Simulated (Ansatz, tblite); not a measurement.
Cost and result up the ladder for Pb2O4 (6 atoms). Charge 0, multiplicity 1. Geometry: PBE-D4/def2-SVP.

```csv
atom,x (Å),y (Å),z (Å)
Pb1,1.236,-1.171,-0.536
Pb2,-0.754,0.553,1.699
O3,-0.793,0.849,-0.823
O4,-1.192,-0.548,-0.315
O5,1.111,-0.410,1.483
O6,0.392,0.725,-1.508
```

Ansatz on 4 threads of Arm Neoverse V2 on a shared host; xTB runs through tblite on one thread. Times are rough, summed over both states, and most runs start from the orbitals of an earlier one. PBE0-D4/def2-TZVP serves as the yardstick here, not as an exact answer. Differences are given only for rows in sets of like size (and for xTB, whose basis is part of the method), since another set adds its own error. The other state is a quintet at its own geometry, which has other bonds, so the gap mixes isomer and spin.

In the def2 sets Pb takes a core potential; there is no spin–orbit coupling. The xTB rows come from tblite. LC-ωPBE has ω = 0.4 bohr⁻¹. Correlated methods freeze 12 core orbitals; core or outer-core shells of Pb are correlated, in sets that lack core-valence functions. The rows differ in basis, and correlated rows in double-zeta sets carry the largest basis error. In CCSD on the charge 0 quintet the largest single amplitude is 0.47, so its Hartree–Fock determinant may place the open shell otherwise than the density functionals do. The structure holds 2 bonds between oxygen atoms, so isomers without such links may lie far lower. At PBE0-D4/def2-TZVP a triplet of charge 0 lies 0.70 eV below the restricted singlet, each at its own geometry. In the quintet geometry the species has come apart into loosely held pieces. At PBE0-D4/def2-TZVP a triplet of charge 0 lies 2.26 eV below the quintet, each at its own geometry. The structure comes from a short search, and lower isomers may exist.

Run but left out: HF/def2-SVP, HF/def2-TZVP (singlet: restricted singlet, unstable towards broken spin symmetry); MP2/def2-SVP (quintet: a determinant that CCSD turns far, T1 0.060); MP2/def2-TZVP (quintet: ⟨S²⟩ 6.15, where a pure state has 6.00).

Correlated methods converge slowly with the basis, most of all in double-zeta sets.

xTB has no spin-polarisation term.

```tsv
level	functions	wall time	quintet − singlet (eV)	difference from PBE0-D4/def2-TZVP (eV)	remarks
GFN2-xTB	24	0.018 s	5.53	3.98	–
PBE-D4/def2-TZVP	224	8.1 s	1.80	0.24	–
revPBE-D4/def2-TZVP	224	8.1 s	1.62	0.07	–
PBE0-D4/def2-TZVP	224	16 s	1.56	0.00	–
r2SCAN-D4/def2-TZVP	224	18 s	1.53	-0.03	–
LC-ωPBE/def2-TZVP (with forces)	224	22 s	1.90	0.34	–
CCSD(T)/def2-SVP	108	1.8 min	1.49	–	large T1 (0.027) (singlet), large T1 (0.060) (quintet), restricted SCF unstable (singlet), spin-contaminated (⟨S²⟩ 6.13) (quintet)
```
